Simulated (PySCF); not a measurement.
**Correlation energy of N³⁺ (nitrogen, charge +3)**

[He] 2s2, closed-shell 1S. All numbers are calculated (PySCF 2.14, the spin-free X2C one-electron Hamiltonian (Gaussian nucleus), in x2c-QZVPPall with one added diffuse shell each of s, p, d, f type (8s5p4d3f1g, 73 functions)). Frozen: nothing; 4 electrons correlated.

MP2 pair energies summed by pair of shells (mhartree):

```csv
pair,energy,share (%)
2s-2s,-51.95,72.7
1s-1s,-14.14,19.8
1s-2s,-5.38,7.5
```

Total MP2 correlation energy: -71.48 mhartree.

Same-spin part -0.91 and opposite-spin part -70.56 mhartree; SCS-MP2 scales them by 1/3 and 6/5 to -84.98 mhartree.

MP2 falls well short for the outer s pair, which is nearly degenerate with np².

This basis was not built for core-valence correlation, so the inner-shell part is incomplete.
